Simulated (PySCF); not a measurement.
**Dipole response of Cu²⁺ (copper, charge +2)**

[Ar] 3d9, 2D determinant. Computed with PySCF 2.14 in aug-cc-pwCVTZ-DK with one added diffuse shell each of s, p, d, f, g type (11s10p8d5f4g, 152 functions), with the spin-free X2C one-electron Hamiltonian (Gaussian nucleus). Coupled (time-dependent) response in atomic units; α is the mean over directions.

```json
{"method": "UHF", "mean α (bohr³)": "2.507", "α xx, yy, zz": "2.417, 2.417, 2.687", "C₆ (like pair)": "6.717", "S(−4)": "2.605"}
```

S(−4) is the Cauchy moment in α(ω) = α(0) + S(−4) ω² + …

α(iu) at UHF:

```tsv
u (hartree)	α(iu) (bohr³)
0	2.507
0.0500	2.500
0.100	2.481
0.200	2.410
0.300	2.306
0.500	2.057
0.750	1.760
1.00	1.515
1.50	1.159
2.00	0.9184
3.00	0.6198
5.00	0.3387
```

A single London oscillator, α(iu) = α/(1 + u²/ω²), gives C₆ = (3/4) ω α². Matching the computed C₆ needs ω = 4 × 6.717 / (3 × 2.507²) = 1.42 hartree.

For an ion, C₆ is the dispersion term alone; charge-induced terms of lower order in 1/R come first.

The components differ because the open shell of this determinant is not spherical; for a pure term their mean is the scalar polarisability.
